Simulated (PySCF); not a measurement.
3-chloro-1,1-difluoropropa-1,2-diene (C3HClF2), SMILES FC(=C=CCl)F. Geometry optimised at PBE-D3(BJ)/def2-SVP.

Task: Give the equilibrium geometry at PBE-D3(BJ)/def2-SVP (PySCF confirms it by a frequency run) as Cartesian coordinates in Å, and its point group. (An estimate is asked for; the answer gives what the named calculation found.)

Result: point group Cs.
```xyz
7

F     -2.1787    -0.1831     1.0883
C     -1.4478     0.0277     0.0000
F     -2.1787    -0.1831    -1.0883
C     -0.1875     0.4084     0.0000
C      1.0744     0.7756     0.0000
Cl     2.4220    -0.3413     0.0000
H      1.4086     1.8277     0.0000
```
Charge 0, spin multiplicity 1.
